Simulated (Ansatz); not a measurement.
**Which is lower?**

Two relaxed structures of CH₄OSe, closed shell (PBE0-D4/def2-TZVP; forces vanish, vibrations not checked).

A:

```json
{"atom": "C1", "x (Å)": "-0.5124", "y (Å)": "0.6529", "z (Å)": "-0.0633"}
{"atom": "O2", "x (Å)": "-0.5440", "y (Å)": "-0.7189", "z (Å)": "0.2802"}
{"atom": "Se3", "x (Å)": "0.8019", "y (Å)": "-1.6923", "z (Å)": "-0.3940"}
{"atom": "H4", "x (Å)": "-0.4796", "y (Å)": "0.8011", "z (Å)": "-1.1471"}
{"atom": "H5", "x (Å)": "0.3468", "y (Å)": "1.1605", "z (Å)": "0.3898"}
{"atom": "H6", "x (Å)": "-1.4332", "y (Å)": "1.0863", "z (Å)": "0.3337"}
{"atom": "H7", "x (Å)": "1.8206", "y (Å)": "-1.2895", "z (Å)": "0.6008"}
```

B:

C1  (-0.729, 0.832, 0.375)
O2  (-0.876, -0.171, 1.013)
Se3  (0.878, -2.178, -0.866)
H4  (2.160, -2.743, -1.308)
H5  (-0.076, 0.861, -0.519)
H6  (-1.239, 1.776, 0.649)
H7  (1.349, -2.073, 0.517)
(Å)

Ansatz 0.2.0; basis: def2-TZVPP; cores frozen in the correlated methods. Filled d shells of the heavier atoms are correlated. The def2 sets are not built for correlating such inner shells, so the correlated values are less sure here. B3LYP uses VWN-RPA correlation.

(1) Which structure is lower at CCSD(T), and by how much? (To be estimated.)

The T1 diagnostic stays at or below 0.012.

Answers

(1) Computed: B, by 0.191 eV (electronic energy, against the other). By their contacts, A is CH₄OSe ([CH3][O][SeH]) and B is a complex of CH₂O ([CH2][O]) + H₂Se.

All methods give the same order:

```csv
method,E(B) − E(A) (eV)
PBE-D4,-0.051
r2SCAN-D4,-0.067
PBE0-D4,-0.031
B3LYP-D4,-0.147
wB97M-V,-0.118
HF,-0.399
MP2,-0.150
CCSD,-0.207
CCSD(T),-0.191
```

Labels in which every atom is bracketed show which atoms are joined, not bond orders.

For scale, one of the runs: CCSD(T)/def2-TZVPP, 166 basis functions, launched by `ansatz run in.yaml --threads 2 --pin off --events-out ev --progress --plain --max-ram 4352MiB`. Hardware: 2 CPU threads of an Arm Neoverse V1, shared host. Wall time 66 s; peak host memory 1.4 GiB.
